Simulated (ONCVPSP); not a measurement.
# Before and after: ONCV potential for Ga

```json
{
  "Element": "gallium (Ga)",
  "Generator": "ONCVPSP 4.0.1",
  "Type": "optimised norm-conserving Vanderbilt (ONCV)",
  "Functional": "BLYP",
  "Relativity": "scalar-relativistic",
  "Frozen core": "[Ne]",
  "Valence charge": "21",
  "Reference configuration": "3s2 3p6 3d10 4s1.75 4p1.25",
  "Partial waves": "3s+4s: rc 0.90 bohr, ncon 4, nbas 8, qcut 15 1/bohr, 2 projectors; 3p+4p: rc 1.15 bohr, ncon 5, nbas 8, qcut 9.6 1/bohr, 2 projectors; 3d: rc 1.35 bohr, ncon 4, nbas 8, qcut 12.3 1/bohr, 2 projectors, debl 0.6 Ha",
  "Local potential": "polynomial inside 0.70 bohr (lpopt 5, dvloc0 0 Ha)",
  "Core correction": "Teter function, fcfact 2.25, rcfact 1.7"
}
```

In the d channel the program set the typed energies aside and used -0.718, 0.250 Ha.

All-electron outer shells of the reference configuration (BLYP, scalar-relativistic, ld1.x):

```
shell  level (eV)  outermost node (bohr)  outermost maximum (bohr)
   2s    -1263.00                   0.07                      0.18
   2p    -1099.76                      –                      0.15
   3s     -148.31                   0.27                      0.56
   3p      -99.14                   0.24                      0.56
   3d      -19.53                      –                      0.53
   4s       -9.20                   0.81                      1.87
   4p       -2.71                   0.87                      2.50
```

Change: d: qcut 16.9.

Cutoffs: the cutoffs (Ha) at which the residual kinetic energy of the hardest occupied pseudo-wave falls to 1 and 0.1 mHa per electron; they do not see the model core or the augmentation charge, which bear on the density cutoff. Errors are all-electron minus pseudo energies relative to the spin-unpolarised reference configuration.

Task: What does the change do?

Result: The potential gets neither clearly harder nor softer (78 Ha and 124 Ha → 84 Ha and 124 Ha); of the 4 tests that both files solve, the error grows in 0 and shrinks in 2 by more than 15 % and 0.3 meV (median size 0.2 → 0.1 meV); neither file shows a bound ghost.

```csv
quantity,base,changed
"cutoff, loose",78 Ha,84 Ha
"cutoff, tight",124 Ha,124 Ha
loose cutoff by channel,"s 78 Ha, p 48 Ha, d 60 Ha","s 78 Ha, p 48 Ha, d 84 Ha"
bound ghosts,none,none
GHOST(+) flags under 300 eV,none,none
"error for 3s2 3p6 3d10 4s2 4p1, meV [ΔE -1.61 eV]",+0.1,+0.1
"error for 3s2 3p6 3d10 4s2 4p0, meV [ΔE 4.06 eV]",0.0,0.0
"error for 3s2 3p6 3d10 4s1 4p0, meV [ΔE 25.30 eV]",+0.4,-0.1
"error for 3s2 3p6 3d9 4s2 4p1, meV [ΔE 25.97 eV]",+131,+62
s: phases at 0.92 bohr within 0.05 rad from the reference energy up to (Ha; the scan ends near 5),to the end of the scan,to the end of the scan
p: phases at 1.17 bohr within 0.05 rad from the reference energy up to (Ha; the scan ends near 5),to the end of the scan,to the end of the scan
d: phases at 1.37 bohr within 0.05 rad from the reference energy up to (Ha; the scan ends near 5),to the end of the scan,to the end of the scan
"rms error of d²Exc/dni dnj with the model core, mHa",0.99,1.28
```
